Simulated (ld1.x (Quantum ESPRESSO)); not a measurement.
**Before and after: TM potential for B (Z = 5)**

```json
{"Element": "boron (B)", "Generator": "ld1.x (Quantum ESPRESSO) 7.5", "Type": "norm-conserving Troullier–Martins (Kleinman–Bylander form)", "Functional": "PBEsol", "Relativity": "scalar-relativistic", "Frozen core": "[He]", "Valence charge": "3", "Reference configuration": "2s2 2p1", "Partial waves": "2s (bound): rc 0.95 bohr; 2p (bound): rc 3.65 bohr", "Local potential": "all-electron potential smoothed inside 0.85 bohr (lloc = -1)", "Core correction": "a·sin(br)/r model core inside 0.55 bohr"}
```

All-electron outer shells of the reference configuration (PBEsol, scalar-relativistic, ld1.x):

```csv
shell,level (eV),outermost node (bohr),outermost maximum (bohr)
1s,-179.55,–,0.21
2s,-9.36,0.46,1.52
2p,-3.56,–,1.59
```

Change: all radii but the core radius scaled by about 0.92 (s 0.88, p 3.34 bohr); local potential all-electron potential smoothed inside 0.78 bohr (lloc = -1).

Cutoffs: the cutoffs (Ry, on a coarse ladder) from which the occupation-weighted sum of valence levels, in a spherical-Bessel basis at the reference potential, stays within 10 and 1 mRy of its value at 400 Ry; they do not see the model core or the augmentation charge, which bear on the density cutoff. Errors are all-electron minus pseudo energies relative to the spin-unpolarised reference configuration.

How do hardness, ghosts and transferability respond?

The potential gets harder (70 Ry and 160 Ry → 90 Ry and 180 Ry); a bound ghost appears in p, which as a rule spoils a file; of the 7 tests that both files solve, the error grows in 0 and shrinks in 4 by more than 15 % and 0.3 meV (median size 75.1 → 84.9 meV). A smaller radius makes the pseudo-wave follow the all-electron one further in, where it bends more sharply, so more plane waves are needed. Less of the atom is replaced, so other configurations are described better.

```tsv
quantity	base	changed
cutoff, loose	70 Ry	90 Ry
cutoff, tight	160 Ry	180 Ry
loose cutoff by channel (10 mRy a level)	s 60 Ry, p 8 Ry	s 80 Ry, p 10 Ry
bound ghosts	none	p
error for 2s2 2p0, meV [ΔE 8.14 eV]	+155	+120
error for 2s1 2p0, meV [ΔE 33.40 eV]	+463	+373
error for 2s2 2p0.5, meV [ΔE 2.86 eV]	+23	+16
error for 2s0 2p3, meV [ΔE 11.66 eV]	-148	-137
error for 2s2 2p1.3, meV [ΔE -0.72 eV]	+2.3	+1.5
error for 2s1 2p2, meV [ΔE 5.82 eV]	-37	-32
error for 2s1 2p1, meV [ΔE 14.26 eV]	-75	-85
```

 A true bound ghost makes a file unfit for plane-wave use even where its test errors are small: the radial tests pick states by their node count and pass the ghost by.
